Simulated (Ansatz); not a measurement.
`[SiH3][N]([SiH3])[GeH]` + H₂S → `[SH][GeH]` + `[SiH3]N[SiH3]`  (ligand exchange at a Ge–N bond)

Program: Ansatz. Geometries: PBE0-D4/def2-TZVP. ΔE: electronic, gas phase. CCSD(T)/CBS adds triple-zeta CCSD(T) − MP2 to the extrapolated MP2 energy (def2 sets, frozen cores). This one scheme is used for every species. DFT in def2-TZVPP. For Ge outer-core shells are correlated without core-valence functions, which leaves a few kJ/mol of doubt a bond. Scalar relativity is left out up to krypton.

Task: Is it downhill or uphill in electronic energy at CCSD(T)/CBS, and by how much? (Estimate.)

Result: Ansatz gave: Downhill: ΔE = -21.8 kJ/mol.

Task: What do these levels give: r2SCAN-D4, ωB97X-V, revPBE, r2SCAN, RPA@PBE/def2-TZVPP, CCSD/def2-TZVPP? (An estimate is asked.)

Result: The calculation gave: r2SCAN-D4 -33.1, ωB97X-V -26.7, revPBE -43.9, r2SCAN -34.8, RPA@PBE/def2-TZVPP -16.3, CCSD/def2-TZVPP -21.3 kJ/mol.

Largest T1 diagnostic among the species: 0.015.

In def2-TZVPP, CCSD(T) changes the Hartree–Fock value by +20.4 kJ/mol (the triples alone add +2.5 kJ/mol) and MP2 by +22.9 kJ/mol. Leaving LDA and LC-ωPBE aside and taking each functional with its dispersion term where it has one, the values, not all of them listed here, spread over 6.9 kJ/mol, from r2SCAN0-D4 to ωB97X-V. LDA lies +9.0 kJ/mol from PBE without D4. From BLYP to BHLYP (50 % exact exchange), in def2-TZVPP and without D4, ΔE moves by +3.4 kJ/mol.
